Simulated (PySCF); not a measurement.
C4H5 (SMILES C=C1[CH-]C1), charge -1, singlet, geometry from GFN2-xTB (in this run its highest filled SCF level lies above zero, so its values depend strongly on the basis, on diffuse functions most of all). Base run: CAMB3LYP/cc-pVDZ (PySCF).

PySCF was given this input:
```python
from pyscf import gto, scf, dft

mol = gto.Mole()
mol.atom = '''
    C     0.021750   -0.124087    0.255117
    C    -0.033827   -0.782439   -0.961492
    C    -0.035626    0.726941   -0.964821
    C    -0.037035   -0.027250    1.591444
    H     0.747122   -1.391700   -1.416436
    H     0.850665    1.354454   -1.191191
    H    -0.956001    1.255631   -1.252265
    H     0.069072   -0.895666    2.235814
    H    -0.202431    0.918290    2.102586
'''
mol.basis = 'cc-pvdz'
mol.charge = -1
mol.spin = 0
mol.verbose = 4
mol.build()

mf = dft.RKS(mol)
mf.xc = 'camb3lyp'
mf.kernel()
```

The base run was repeated with changes; each row names its change, and settings that it needs were set with it.

| change | ΔE vs base (µEh) | grid points | electrons on the grid |
|---|---|---|---|
| base | 0.0 | 105512 | 30.00001 |
| grids.atom_grid = (99, 590) | 0.5 | 291416 | 30.00000 |
| grids.level = 5 | 0.4 | 289616 | 30.00000 |
| grids.atom_grid = (50, 194) | 3.7 | 59416 | 29.99997 |
| grids.level = 1 | -2.8 | 33080 | 30.00001 |
| grids.radi_method = delley | 0.0 | 112784 | 30.00001 |
| small_rho_cutoff = 0 | 0.0 | 105512 | 30.00001 |
| grids.prune = off | 0.0 | 166104 | 30.00001 |
| grids.atom_grid = (30, 110) | -39.1 | 22152 | 30.00030 |
| grids.atom_grid = (75, 302) | 0.0 | 130664 | 30.00001 |
| grids.radi_method = mura_knowles | 0.0 | 100112 | 30.00001 |
